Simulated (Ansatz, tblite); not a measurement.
Forces on the cluster Ag₃Te₄⁺ at its PBE-D4/def2-SVP geometry. The state is a singlet with charge 1.

In the def2 sets Ag, Te take a core potential; there is no spin–orbit coupling. The xTB rows come from tblite. The structure comes from a short search, and lower isomers may exist.

GFN1-xTB (tblite), largest force 1.68 eV/Å:

```xyz
7
positions Å, forces eV/Å
Ag   -2.033   -1.172    0.041    0.445    0.366    0.049
Ag    2.012    1.197   -0.175   -0.429   -0.385    0.052
Ag    0.302   -0.344    1.879   -0.067    0.076   -0.417
Te    2.016   -1.550    0.130   -0.940    0.636   -0.772
Te    0.051   -1.081   -1.869    0.276    0.976    1.341
Te   -0.556    1.656   -1.271    0.090   -1.393    0.937
Te   -1.792    1.295    1.263    0.625   -0.276   -1.191
```

GFN2-xTB (tblite), largest force 0.60 eV/Å:

```
Ag -0.283 -0.268 0.138
Ag 0.326 0.219 0.130
Ag 0.059 -0.067 0.367
Te 0.072 -0.374 -0.458
Te 0.292 0.424 0.073
Te -0.279 -0.438 0.007
Te -0.187 0.505 -0.256
```

PBE-D4/def2-TZVP (Ansatz), largest force 0.26 eV/Å:

```
Ag 0.105 0.124 -0.005
Ag -0.109 -0.120 -0.015
Ag -0.022 0.025 -0.135
Te -0.177 0.177 -0.054
Te 0.027 0.139 0.218
Te 0.033 -0.207 0.154
Te 0.142 -0.137 -0.162
```
